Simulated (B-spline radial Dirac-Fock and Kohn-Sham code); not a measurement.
**What relativity does to the binding energies of Er²²⁺**

System: Er²²⁺, configuration [Kr] 4d10.

Both columns are ΔSCF binding energies of the configuration average from a radial atomic solver: non-relativistic Hartree-Fock with a point nucleus, and Dirac-Fock with a finite nucleus and the Coulomb interaction alone, averaged over the two j levels with weights 2j+1.

| shell | Hartree-Fock (eV) | Dirac-Fock (eV) | shift (eV) | shift (%) |
| --- | --- | --- | --- | --- |
| 1s | 54508.8 | 58404.6 | +3895.86 | +7.15 |
| 2s | 9440.8 | 10454.5 | +1013.73 | +10.74 |
| 2p | 9019.7 | 9348.2 | +328.44 | +3.64 |
| 3s | 2655.8 | 2900.5 | +244.67 | +9.21 |
| 3p | 2465.4 | 2553.8 | +88.35 | +3.58 |
| 3d | 2114.8 | 2098.7 | -16.13 | -0.76 |
| 4s | 1005.1 | 1073.2 | +68.05 | +6.77 |
| 4p | 924.0 | 948.8 | +24.88 | +2.69 |
| 4d | 776.3 | 773.8 | -2.59 | -0.33 |

Relativity binds 1s, 2s, 2p, 3s, 3p, 4s, 4p more strongly, among those listed most of all 2s in relative terms, and 3d, 4d more weakly, because the contracted s and p shells screen the nucleus better.

Values without a named source are computed, but for edge energies of neutral atoms, which are taken from tables.
